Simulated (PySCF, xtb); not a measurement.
CH10O2Si3, SMILES [Si@H](O)([Si@@H](C)O)[SiH3]. One conformer was computed; it need not be the lowest.

Harmonic wavenumbers (cm⁻¹) from GFN2-xTB (xtb) at its own minimum, in rising order: 16, 39, 69, 95, 121, 159, 174, 201, 202, 246, 294, 376, 428, 438, 498, 601, 613, 661, 694, 710, 783, 785, 794, 802, 814, 823, 826, 853, 882, 1381, 1497, 1501, 2047, 2171, 2178, 2205, 2230, 3012, 3031, 3050, 3666, 3690.

**Question.** What does ωB97X-D3(BJ)/def2-SVP (PySCF) give at its own minimum? (The exact figures need the calculation; the answer reports its results.)

**Answer.** 29, 64, 82, 103, 152, 162, 192, 201, 234, 249, 262, 401, 470, 492, 533, 654, 695, 719, 744, 784, 798, 827, 880, 884, 889, 917, 927, 952, 957, 1283, 1435, 1441, 2200, 2209, 2244, 2251, 2258, 3060, 3159, 3171, 3922, 3928. Paired by order, the mean absolute difference is 63 cm⁻¹ and the zero-point energies are 65.3 and 68.4 kcal/mol.
